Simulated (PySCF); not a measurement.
Start geometry of `[H]/N=C\C[C@H]1CCC1=C` from GFN2-xTB (Å):
```
atom  x, y, z in Å
C1    -2.029   -1.012    1.233
C2    -1.234   -0.046    0.822
C3    -1.454    1.387    0.420
C4     0.034    1.475    0.033
C5     0.245    0.027    0.525
C6     0.759   -0.968   -0.515
C7     2.192   -0.696   -0.861
N8     2.703   -0.531   -1.993
H9    -3.085   -0.854    1.370
H10   -1.657   -1.998    1.454
H11   -1.748    2.038    1.243
H12   -2.160    1.527   -0.398
H13    0.207    1.599   -1.034
H14    0.605    2.229    0.569
H15    0.863   -0.037    1.424
H16    0.691   -1.977   -0.097
H17    0.137   -0.926   -1.413
H18    2.872   -0.631   -0.014
H19    2.048   -0.596   -2.773
```

Question: What comes out of this run: PBE0-D3(BJ)/def2-SVP geometry optimisation, gas phase in PySCF 2.14.0?

Answer: 
```
atom  x, y, z in Å
C1    -2.2588   -1.0596    0.9331
C2    -1.4412   -0.0262    0.7543
C3    -1.6417    1.4549    0.5293
C4    -0.2708    1.4684   -0.1879
C5     0.0367    0.0827    0.4351
C6     0.6869   -0.9927   -0.4222
C7     2.0877   -0.6211   -0.8098
N8     2.5435   -0.3974   -1.9707
H9    -3.3366   -0.9168    1.0506
H10   -1.8795   -2.0851    0.9691
H11   -1.6219    2.0242    1.4736
H12   -2.5293    1.7623   -0.0438
H13   -0.3817    1.3962   -1.2807
H14    0.4208    2.2903    0.0437
H15    0.6129    0.2156    1.3696
H16    0.7099   -1.9402    0.1454
H17    0.0783   -1.1667   -1.3260
H18    2.7925   -0.5064    0.0353
H19    1.8002   -0.5322   -2.6679
```

The energy falls by 0.099 eV over 16 energy and gradient evaluations, the largest force component goes from 0.0192 to 3.5e-04 Eh/bohr, and the atoms move by 0.298 Å rms after alignment. The bond that changes most is C7–H18 (imine carbon to hydrogen on a C=N carbon), which lengthens by 0.019 Å. Bonds longer at the end by more than 0.005 Å: 17 of 19; shorter: 1. Among the angles that change most is C7–N8–H19, from 114.8° to 109.8°. Among the dihedrals that turn most is C1–C2–C5–H15, from -70° to -96°. Rotational constants go from 4270, 1208, 1019 to 4179, 1218, 1018 MHz. The orientation of the end geometry is arbitrary; only internal coordinates are fixed.

The run used 167 basis functions and 108 SCF cycles in all. Time: 2.8 min. Hardware: one thread of an Arm Neoverse V2, no GPU, shared host.

PBE0-D3(BJ)/def2-SVP frequencies: not computed here. The numbers are those of one conformer.
